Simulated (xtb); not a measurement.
ethenyl(ethynyl)silane (C4H6Si), SMILES C#C[SiH2]C=C. All values are semi-empirical tight-binding results from xtb (GFN2-xTB unless named), good for trends rather than for accurate numbers. Geometry: GFN2-xTB. Other conformers were not sampled.

The orbital gap comes out as 4.44 eV. The dipole moment is 0.23 D, the zero-point energy comes out as 47.4 kcal/mol and the G − E(el) at 298.15 K (modified RRHO) comes out as 28.0 kcal/mol. The static polarisability (D4 model) is 73.3 bohr³ and the solvation energy, GFN2-xTB/ALPB(water) comes out as -0.5 kcal/mol. The solvation energy, GFN2-xTB/ALPB(methanol) comes out as -4.7 kcal/mol.
